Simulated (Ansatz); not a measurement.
Basis-set series for ClCrH2NO2, SMILES `[NH2][Cr](=[O])(=[O])[Cl]`. Charge 0, multiplicity 1. Geometry: relaxed with PBE0-D4/def2-TZVP. It is one conformer, not always the lowest.

| functional | basis | functions | energy (Eh) | HOMO (eV) | LUMO (eV) |
| --- | --- | --- | --- | --- | --- |
| PBE0-D4 | def2-SVP | 101 | -1710.09823 | -8.54 | -3.83 |
| PBE0-D4 | def2-QZVPP | 394 | -1710.71431 | -8.71 | -3.84 |
| ωB97M-V | def2-SVP | 101 | -1710.50800 | -10.65 | -1.62 |
| ωB97M-V | def2-QZVPP | 394 | -1711.12577 | -10.89 | -1.70 |

Question: Give the rows for def2-TZVPP. (Best estimate.)

Answer: The calculation gave: 
```
functional       basis  functions  energy (Eh)  HOMO (eV)  LUMO (eV)
   PBE0-D4  def2-TZVPP        227  -1710.66676      -8.70      -3.84
   ωB97M-V  def2-TZVPP        227  -1711.08063     -10.87      -1.69
```

Scalar relativity is left out up to krypton.

All numbers were calculated with Ansatz.
